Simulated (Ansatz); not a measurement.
```yaml
crystal:
  periodic: [false, false, false]
  atoms:
    - {symbol: C, position_ang: [-0.682751, -0.343935, -0.542664]}
    - {symbol: Si, position_ang: [0.611497, 0.532632, 0.431965]}
    - {symbol: Te, position_ang: [0.138091, -1.834816, 0.894181]}
    - {symbol: H, position_ang: [-0.477214, -0.590817, -1.641934]}
    - {symbol: H, position_ang: [-1.702396, -0.137521, -0.401679]}
    - {symbol: H, position_ang: [0.195166, 1.496829, 1.396947]}
    - {symbol: H, position_ang: [1.941703, 0.811287, -0.267478]}
basis:
  gaussian: {orbitals: x2c-TZVPPall}
hamiltonian: {xc: {name: wB97X-D}, dispersion: d3bj}
output: {forces: true}
```

```sh
$ ansatz run in.yaml --threads 2 --pin off --events-out ev --progress --plain --max-ram 4352MiB
```

Question: How does Ansatz answer? (An estimate is asked.)

Answer: Computed: The program refused the input.
```
Error: YAML parse error: error: line 13 column 19: hamiltonian.xc: no functional is named "wB97X-D"; the names, which are not case-sensitive, are SVWN5, SPW92, PBE, PBE0, PBEsol, revPBE, revPBE0, RPBE, rPW86-PBE, HSE06, wPBEh, LC-wPBE, HISS, HF, BLYP, B3LYP, B3LYP5, BHLYP, CAM-B3LYP, r2SCAN, r2SCANh, r2SCAN0, r2SCAN50, m-r2SCAN, B97, wB97, wB97X, wB97X-V, B97M-V, wB97M-V, B2PLYP, B2GP-PLYP, PBE0-DH, PBE-QIDH
11 | basis:
12 |   gaussian: {orbitals: x2c-TZVPPall}
13 | hamiltonian: {xc: {name: wB97X-D}, dispersion: d3bj}
14 | output: {forces: true}
```

HSE06 is defined as in plane-wave codes.
